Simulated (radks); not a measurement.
Numerical settings for neutral neodymium, [Xe] 4f4 6s2. All-electron calculation, Dirac Kohn-Sham, BLYP, spin-unpolarised, spherical densities, finite nucleus; open shells fill j = l - 1/2 first; Fermi nuclear charge, rms radius 4.9123 fm. Program: a radial shooting solver on a logarithmic mesh with Libxc functionals. The defaults (mesh step 0.008 in ln r, mesh end at 40 bohr or more with all orbitals vanishing there, Anderson mixing 0.5 over 9 steps, residual threshold near 1e-9 with the energy settled to 1e-9 hartree or 1e-11 of itself, here a cap of 72 iterations) give E = -9630.1563 hartree and 4f5/2 at -1.613 eV in 15 iterations. Times are rough (one thread of a shared host). Changes against that run (0 stands for a change within the tolerance of the run):

setting                     iterations         converged  E (mhartree)  e(4f5/2) (meV)  CPU (s)
mesh step in ln r 0.003             18               yes             0               0     0.44
mesh step in ln r 0.05              14               yes        +0.107         -0.0369     0.04
mesh step in ln r 0.2                4                no      diverged               -     0.01
mesh end (bohr) 5                   14  level above zero          +387       +4.85e+03     0.12
mesh end (bohr) 3                   13  level above zero     +4.48e+03       +2.36e+04     0.11
residual threshold 1e-05            12               yes             0          -0.171     0.14
residual threshold 0.001             9               yes             0           +1.59     0.12
mixing 1                            19               yes             0               0     0.22
linear mixing, mixing 0.05          72                no       +0.0396           -62.6      0.6
linear mixing, mixing 1             19                no      diverged               -     0.57
mixing history 20                   18               yes             0               0     0.18
iteration cap 8                      8                no             0           +1.59     0.09

Settled on a wrong energy, with an occupied level pushed above zero by the early mesh end: mesh end (bohr) 5 (+0.387 hartree); mesh end (bohr) 3 (+4.48 hartree). Apart from these: no run marked as converged misses the energy by more than 1 mhartree. A mesh that ends early acts as a hard wall.
